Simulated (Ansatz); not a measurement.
Calculated with Ansatz (gas phase, PBE0-D4/def2-TZVP geometries, no zero-point term in ΔE). CCSD(T)/CBS is the MP2 limit (def2-TZVPP, def2-QZVPP) plus CCSD(T) − MP2 in def2-TZVPP, frozen cores. Functionals use def2-TZVPP. B3LYP here is the variant with VWN-RPA as its local correlation; programs differ in this. Each species was taken in one conformer, which may not be the lowest.

Reaction (isomerisation): `O[SiH2]OC[SiH3]` → `CO[SiH2]O[SiH3]`

```csv
level,ΔE (kJ/mol)
PBE-D4,-111.2
r2SCAN-D4,-125.2
ωB97X-V,-126.8
B3LYP,-129.5
SCS-MP2/def2-TZVPP,-136.0
CCSD/def2-TZVPP,-132.3
MP2/def2-QZVPP,-132.5
HF/CBS(def2),-154.6
```

What does CCSD(T)/CBS give? (Estimate.)

Ansatz gave: -128.9 kJ/mol. The listed levels differ from it by 17.7, 3.7, 2.1, -0.6, -7.1, -3.4, -3.6, -25.7 kJ/mol.

Largest T1 diagnostic among the species: 0.012.

In def2-TZVPP, CCSD(T) changes the Hartree–Fock value by +23.4 kJ/mol (the triples alone add +3.3 kJ/mol) and MP2 by +20.5 kJ/mol. From PBE to PBE0 (25 % exact exchange), in def2-TZVPP and without D4, ΔE moves by −7.6 kJ/mol.
